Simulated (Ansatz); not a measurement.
C2H10AlNSi (`[CH3][AlH][CH2]N[SiH3]`). Charge 0, multiplicity 1.

Cartesian coordinates in Å:
```
C 1.401 1.698 -0.837
Al 1.242 -0.116 -0.121
C 0.043 -0.383 1.463
N -1.335 -0.329 0.956
Si -1.599 -1.043 -0.560
H 0.494 2.286 -0.670
H 1.619 1.705 -1.909
H 2.225 2.227 -0.344
H 2.266 -1.261 -0.548
H 0.248 -1.304 2.025
H 0.208 0.453 2.154
H -2.067 -0.248 1.645
H -1.649 -2.530 -0.655
H -2.768 -0.479 -1.280
H -0.329 -0.675 -1.319
```

**Question.** List the harmonic frequencies (cm⁻¹, unscaled) at PBE0-D4/def2-TZVP in Ansatz. (An estimate is asked.)

**Answer.** Computed: 63, 97, 107, 174, 179, 258, 349, 418, 465, 540, 578, 625, 663, 682, 724, 744, 764, 857, 894, 979, 1063, 1090, 1153, 1210, 1214, 1356, 1441, 1445, 1485, 1886, 2027, 2195, 2236, 3003, 3032, 3045, 3106, 3126, 3593.

**Question.** Is this a minimum?

**Answer.** Yes, all 39 modes are real.

**Question.** Give the ideal-gas thermochemistry at 298.15 K and 1 bar (rigid rotor, harmonic oscillator; point group C1, symmetry number 1).

**Answer.** Zero-point energy 292.3 kJ/mol; H(298) − E = 318.5 kJ/mol; entropy 382.9 J/(mol·K), of which translation 166.7, rotation 115.5, vibration 100.8; G(298) − E = 204.3 kJ/mol. Modes under 100 cm⁻¹ are hindered rotations or soft bends, so the harmonic entropy is rough.

**Question.** And at 400, 500, 600, 800 and 1000 K?

**Answer.** 
| T (K) | H − E (kJ/mol) | S (J/mol/K) | G − E (kJ/mol) |
| --- | --- | --- | --- |
| 400 | 334.6 | 429.3 | 162.9 |
| 500 | 353.3 | 471.0 | 117.8 |
| 600 | 374.4 | 509.3 | 68.8 |
| 800 | 421.8 | 577.3 | -40.0 |
| 1000 | 474.7 | 636.2 | -161.5 |
